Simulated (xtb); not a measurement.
H4Si, charge +1, doublet, geometry from GFN2-xTB (a state made from the parent by changing its charge; the spin is typed, not shown lowest); GFN2-xTB in xtb.

xtb was given this input:
```
$ xtb mol.xyz --gfn 2 --chrg 1 --uhf 1 --grad --json

# file mol.xyz
5

Si     0.00000000    -0.00000000    -0.00000000
H      0.02874448     1.07228532     1.06628774
H     -0.02752798    -1.06593260     1.07267027
H      0.02752798     1.06593260    -1.07267027
H     -0.02874448    -1.07228532    -1.06628774
```

Output, abridged:

```
   ID    Z sym.   atoms
    1   14 Si     1
    2    1 H      2-5

           -------------------------------------------------
          |                Calculation Setup                |
           -------------------------------------------------

           -------------------------------------------------
          |                 G F N 2 - x T B                 |
           -------------------------------------------------

          ...................................................
          :                      SETUP                      :
          :.................................................:
          :  # basis functions                  14          :
          :  # atomic orbitals                  13          :
          :  # shells                            7          :
          :  # electrons                         7          :
          :  max. iterations                   250          :
          :  Hamiltonian                  GFN2-xTB          :
          :  restarted?                      false          :
          :  GBSA solvation                  false          :
          :  PC potential                    false          :
          :  electronic temp.          300.0000000     K    :
          :  accuracy                    1.0000000          :
          :  -> integral cutoff          0.2500000E+02      :
          :  -> integral neglect         0.1000000E-07      :
          :  -> SCF convergence          0.1000000E-05 Eh   :
          :  -> wf. convergence          0.1000000E-03 e    :
          :  Broyden damping             0.4000000          :
          :  net charge                          1          :
          :  unpaired electrons                  1          :
          ...................................................

 iter      E             dE          RMSdq      gap      omega  full diag
   1     -3.2069297 -0.320693E+01  0.200E+01    3.34       0.0  T
   2     -3.2566651 -0.497354E-01  0.146E+01    2.68       1.0  T
   3     -3.2540559  0.260917E-02  0.170E+00    2.12       1.0  T
   4     -3.2587244 -0.466842E-02  0.476E-01    2.93       1.0  T
   5     -3.2594839 -0.759576E-03  0.446E-01    2.68       1.0  T
   6     -3.2596900 -0.206064E-03  0.116E-01    2.85       1.0  T
   7     -3.2596988 -0.881509E-05  0.642E-02    2.84       1.0  T
   8     -3.2597039 -0.507105E-05  0.238E-03    2.81      18.8  T
   9     -3.2597039 -0.373265E-09  0.217E-03    2.81      20.6  T
[...]
         :: total energy              -3.235035387318 Eh    ::
[...]
        13                          1.2910039              35.1300
      -------------------------------------------------------------
                  HL-Gap            0.1034712 Eh            2.8156 eV
             Fermi-level           -0.6044126 Eh          -16.4469 eV

     #   Z          covCN         q      C6AA      α(0)
     1  14 Si       3.602     0.476    98.650    19.075
     2   1 H        0.901     0.131     1.531     1.936
     3   1 H        0.901     0.131     1.531     1.936
     4   1 H        0.901     0.131     1.531     1.936
     5   1 H        0.901     0.131     1.531     1.936

 Mol. C6AA /au·bohr⁶  :        219.418933
 Mol. C8AA /au·bohr⁸  :      10183.223936
 Mol. α(0) /au        :         26.817326

Wiberg/Mayer (AO) data.
largest (>0.10) Wiberg bond orders for each atom

 ---------------------------------------------------------------------------
     #   Z sym  total        # sym  WBO       # sym  WBO       # sym  WBO
 ---------------------------------------------------------------------------
     1  14 Si   3.217 --     5 H    0.804     2 H    0.804     4 H    0.804
                             3 H    0.804
     2   1 H    0.957 --     1 Si   0.804     5 H    0.101
     3   1 H    0.957 --     1 Si   0.804     4 H    0.101
     4   1 H    0.957 --     1 Si   0.804     3 H    0.101
     5   1 H    0.957 --     1 Si   0.804     2 H    0.101
 ---------------------------------------------------------------------------

Topologies differ in total number of bonds
Writing topology from bond orders to xtbtopo.mol

molecular dipole:
                 x           y           z       tot (Debye)
 q only:       -0.000      -0.000      -0.000
   full:       -0.000      -0.000      -0.000       0.000
molecular quadrupole (traceless):
                xx          xy          yy          xz          yz          zz
 q only:       -2.138       0.084       1.068       0.002      -0.000       1.070
  q+dip:       -3.922       0.155       1.959       0.003      -0.000       1.963
   full:        0.276      -0.011      -0.138      -0.000       0.000      -0.138

           -------------------------------------------------
          | TOTAL ENERGY               -3.235035387318 Eh   |
          | GRADIENT NORM               0.000028980373 Eh/α |
          | HOMO-LUMO GAP               2.815593816505 eV   |
           -------------------------------------------------

normal termination of xtb
```
